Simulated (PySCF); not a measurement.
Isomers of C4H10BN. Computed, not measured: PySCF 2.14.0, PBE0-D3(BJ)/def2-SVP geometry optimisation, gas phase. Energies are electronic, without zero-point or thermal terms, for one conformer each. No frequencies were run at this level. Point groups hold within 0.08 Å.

Question: Order them by energy at this level, lowest first, and give relative energies in kcal/mol.
A. `[BH:1]1[CH2:2][CH2:3][CH2:4][CH2:5][NH:6]1` with N6–B1–C2–C3 -72°, B1–C2–C3–C4 55°, C2–C3–C4–C5 -53°, C3–C4–C5–N6 52° (1,2-BN cyclohexene)
B. `[BH2:1][NH:2][CH:3]1[CH2:4][CH2:5][CH2:6]1` with B1–N2–C3–C4 129°, N2–C3–C4–C5 144°, C3–C4–C5–C6 -20°, C4–C5–C6–C3 20°, N2–C3–C6–C5 -144°
C. `[CH2:1]=[CH:2][BH:3][N:4]([CH3:5])[CH3:6]` with C1–C2–B3–N4 180°

Answer: B (0.0), A (0.9), C (1.0).

As drawn, the lowest has a four-membered ring and an N–H bond, which the highest lacks; the highest has a C=C bond outside aromatic rings, which the lowest lacks. Neighbours under 2.5 kcal/mol apart (BNC1CCC1 and B1CCCCN1; B1CCCCN1 and C=CBN(C)C) can change places with a better method, another conformer or zero-point energy.

```tsv
SMILES	E (Eh)	E rel (kcal/mol)	dipole (D)	point group	A, B, C (MHz)
BNC1CCC1	-237.59859	0.0	2.16	–	9354, 2208, 1992
B1CCCCN1	-237.59717	0.9	1.91	C1	5081, 4211, 2701
C=CBN(C)C	-237.59705	1.0	1.63	Cs	8185, 1846, 1536
```

How do the relative energies change in single points at PBE0/pcSseg-1 (no added dispersion term) on the same geometries?

```
   SMILES  PBE0-D3(BJ)/def2-SVP (kcal/mol)  PBE0/pcSseg-1 (kcal/mol)  shift
 BNC1CCC1                              0.0                       1.7   +1.7
 B1CCCCN1                              0.9                       3.9   +3.0
C=CBN(C)C                              1.0                       0.0   -1.0
```

Each column counts from its own lowest isomer. C=CBN(C)C becomes the lowest; the largest shift is 3.0 kcal/mol.
